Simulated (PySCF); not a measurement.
Which determinant of LiHg⁺ lies lowest?

Unrestricted PBE0; Li cc-pVDZ, Hg cc-pVDZ-PP with ECP60; scalar-relativistic core potentials (PySCF 2.14). Outer shells of the fragments: Li+ closed shells only; Hg 5d10 6s2.

Followed along the bond (rough minima from three points):

| 2Ms+1 | unpaired | ⟨S²⟩ at the start | R at minimum (Å) | Te (eV) |
| --- | --- | --- | --- | --- |
| 1 | none | 0.00 | 2.71 | 0.00 |
| 3 | σ ↑↑ | 2.00 | none in the scan | ≤ 4.29 |

Solutions found at the starting distance of 2.760 Å, counted from the lowest of them; the search is not exhaustive and high or unbound solutions are not listed, so other states can lie among these:

```csv
2Ms+1,unpaired,term,E (eV),⟨S²⟩,⟨Lz²⟩,μ (D)
1,none,¹Σ⁺,0.00,0.00,0.00,-9.55
3,σ ↑↑,³Σ⁺,4.47,2.00,0.00,-8.22
3,"σ ↑, π ↑",³Π,5.48,2.00,1.01,-8.02
1,"σ ↓, π ↑",mixed,6.08,1.00,1.00,-7.08
3,"σ ↑, π ↑",³Π,9.21,2.00,1.00,-8.28
3,"σ ↑, δ ↑",³Δ,9.41,2.00,4.00,-7.96
```

A term symbol is given only where ⟨S²⟩ and ⟨Lz²⟩ are close to those of a pure state; real π, δ and φ orbitals otherwise mix terms. A positive dipole points towards Hg; it is taken about the centre of mass and depends on that origin.

Spin–orbit coupling is left out. Counting both spins, an empty level lies below a filled one in some of these solutions, because spin and occupation are held.
